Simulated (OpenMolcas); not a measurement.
# Sb³⁺: input and output

Input:

```
&GATEWAY
Coord
1

Sb 0.0 0.0 0.0
Basis=ANO-RCC-VQZP
Group=XYZ
NoMove
AngMom=0.0 0.0 0.0
AMFI
RX2C
&SEWARD
* reference wave functions (RASSCF and RASSI steps not shown): 2 electrons in 4 orbitals (5s 5p)
>>> COPY JOB001 $Project.JobIph
&CASPT2
Multistate=7 1 2 3 4 5 6 7
Frozen=9 9
IPEA=0.75
Imaginary=0.5
MaxIter=60
WThr=0.0 0.3 0.05
PrWF=0.5
NoMix
>>> COPY JOB002 $Project.JobIph
&CASPT2
Multistate=3 1 2 3
Frozen=9 9
IPEA=0.75
Imaginary=0.5
MaxIter=60
WThr=0.0 0.3 0.05
PrWF=0.5
NoMix
>>> COPY JOB003 $Project.JobIph
&CASPT2
Multistate=3 1 2 3
Frozen=9 9
IPEA=0.75
Imaginary=0.5
MaxIter=60
WThr=0.0 0.3 0.05
PrWF=0.5
NoMix
...
```

Launched by
```bash
OMP_NUM_THREADS=1 MOLCAS_MEM=2252 MOLCAS_PROJECT=a pymolcas a.inp > a.log  # once for each step of the input, in one work folder
```

Output, cut to the results:

```
--- CASPT2 ---
Orbital specifications:
      -----------------------

      Symmetry species                           1   2
                                                ag  au
      Frozen orbitals                            9   9
      Inactive orbitals                          5   0
      Active orbitals                            1   3
      Secondary orbitals                        36  30
      Deleted orbitals                           0   0
      Number of basis functions                 51  42
Type of calculation                        MS-CASPT2
      Fock operator                              state-specific
      IPEA shift                                 0.75
      Real shift                                 0.00
      Imaginary shift                            0.50
      The input orbitals will be transformed to quasi-canonical
Reference energy:       -6476.1668299889
      E2 (Non-variational):      -0.4371030759
      Shift correction:          -0.0023928037
      E2 (Variational):          -0.4394958796
      Total energy:           -6476.6063258684
      Residual norm:              0.0000001084
      Reference weight:           0.94445
      Contributions to the CASPT2 correlation energy
      Active & Virtual Only:         -0.0052596296
      One Inactive Excited:          -0.0880825467
      Two Inactive Excited:          -0.3437608996
Reference energy:       -6475.4117759047
      E2 (Non-variational):      -0.4428925089
      Shift correction:          -0.0074943003
      E2 (Variational):          -0.4503868093
      Total energy:           -6475.8621627139
      Residual norm:              0.0000000377
      Reference weight:           0.93083
      Contributions to the CASPT2 correlation energy
      Active & Virtual Only:         -0.0267493132
      One Inactive Excited:          -0.0726701225
      Two Inactive Excited:          -0.3434730733
::    CASPT2 Root  1     Total energy:  -6476.60632587
::    CASPT2 Root  2     Total energy:  -6475.86216271
::    CASPT2 Root  3     Total energy:  -6475.86215617
::    CASPT2 Root  4     Total energy:  -6475.86218464
::    CASPT2 Root  5     Total energy:  -6475.86215754
::    CASPT2 Root  6     Total energy:  -6475.86233438
::    CASPT2 Root  7     Total energy:  -6475.77963402
::    MS-CASPT2 Root  1     Total energy:  -6476.60888486
::    MS-CASPT2 Root  2     Total energy:  -6475.86237542
::    MS-CASPT2 Root  3     Total energy:  -6475.86217858
::    MS-CASPT2 Root  4     Total energy:  -6475.86217335
::    MS-CASPT2 Root  5     Total energy:  -6475.86215831
::    MS-CASPT2 Root  6     Total energy:  -6475.86214543
::    MS-CASPT2 Root  7     Total energy:  -6475.77703938
--- CASPT2 ---
Orbital specifications:
      -----------------------

      Symmetry species                           1   2
                                                ag  au
      Frozen orbitals                            9   9
      Inactive orbitals                          5   0
      Active orbitals                            1   3
      Secondary orbitals                        36  30
      Deleted orbitals                           0   0
      Number of basis functions                 51  42
Type of calculation                        MS-CASPT2
      Fock operator                              state-specific
      IPEA shift                                 0.75
      Real shift                                 0.00
      Imaginary shift                            0.50
      The input orbitals will be transformed to quasi-canonical
Reference energy:       -6475.4603526692
      E2 (Non-variational):      -0.4192837805
      Shift correction:          -0.0023802995
      E2 (Variational):          -0.4216640800
      Total energy:           -6475.8820167492
      Residual norm:              0.0000000208
      Reference weight:           0.94635
      Contributions to the CASPT2 correlation energy
      Active & Virtual Only:         -0.0040713475
      One Inactive Excited:          -0.0717626180
      Two Inactive Excited:          -0.3434498150
Reference energy:       -6475.4603526692
      E2 (Non-variational):      -0.4192837805
      Shift correction:          -0.0023802995
      E2 (Variational):          -0.4216640800
      Total energy:           -6475.8820167492
      Residual norm:              0.0000000208
      Reference weight:           0.94635
      Contributions to the CASPT2 correlation energy
      Active & Virtual Only:         -0.0040713475
      One Inactive Excited:          -0.0717626180
      Two Inactive Excited:          -0.3434498150
::    CASPT2 Root  1     Total energy:  -6475.88201675
::    CASPT2 Root  2     Total energy:  -6475.88201675
::    CASPT2 Root  3     Total energy:  -6475.88201675
::    MS-CASPT2 Root  1     Total energy:  -6475.88201675
::    MS-CASPT2 Root  2     Total energy:  -6475.88201675
::    MS-CASPT2 Root  3     Total energy:  -6475.88201675
--- CASPT2 ---
Orbital specifications:
      -----------------------

      Symmetry species                           1   2
                                                ag  au
      Frozen orbitals                            9   9
      Inactive orbitals                          5   0
      Active orbitals                            1   3
      Secondary orbitals                        36  30
      Deleted orbitals                           0   0
      Number of basis functions                 51  42
Type of calculation                        MS-CASPT2
      Fock operator                              state-specific
      IPEA shift                                 0.75
      Real shift                                 0.00
      Imaginary shift                            0.50
      The input orbitals will be transformed to quasi-canonical
Reference energy:       -6475.6989250243
      E2 (Non-variational):      -0.4685561493
      Shift correction:          -0.0044245277
      E2 (Variational):          -0.4729806770
...
```

Levels above the lowest, from the spin-orbit matrix with the single-state CASPT2 energies, averaged by term, on its diagonal:

```
Configuration  Term  J  E (cm-1)  Measured (cm-1)      g  Term weight %  Second
          5s2    1S  0       0.0              0.0                   100        
        5s 5p   3P*  0     66500                                    100        
        5s 5p   3P*  1     68100            66700  1.497             99        
        5s 5p   3P*  2     72070            72560  1.501            100        
        5s 5p   1P*  1     95610            95952  1.005             99        
          5p2    3P  0    153380           152076                    96    4 1S
          5p2    3P  1    156820           156388  1.501            100        
          5p2    3P  2    158990                   1.335             67   33 1D
          5p2    1D  2    165480           155956  1.166             67   33 3P
          5p2    1S  0    182730                                     96    4 3P
```

Against the 6 measured excited levels shown (Moore, Atomic Energy Levels, vol. III, NSRDS-NBS 35 (1971 reprint of NBS Circular 467, 1958)) the mean absolute deviation is 2200 cm-1; the largest miss in energy is 5p2 1D2 [67 %]: computed 165480, measured 155956 cm-1 (+6.1 %).

Term energies are means over components that CASPT2 splits; among the terms shown or strongly mixed into the levels shown the widest spread is 39 cm-1 (5p2 1D). Terms from blocks run as CI alone lack orbitals of their own. The ¹D term of p² mixes with s d, which this space lacks. Measured partners are found by configuration, term and J. A level has none where our copy of the source lacks it or the pairing is in doubt (some pairs that miss far off the trend of their configuration count as doubtful), and it then counts in no deviation. Only configurations of the active space appear.

The CASPT2 steps took 4.9 s on 1 thread of Arm Neoverse V1 (shared host); the integral step is not counted.

The term weight is that of the spin-free term in the level, not the purity of its configuration. A share in square brackets marks a mixed level and gives the weight of the term that names it. * marks odd parity.
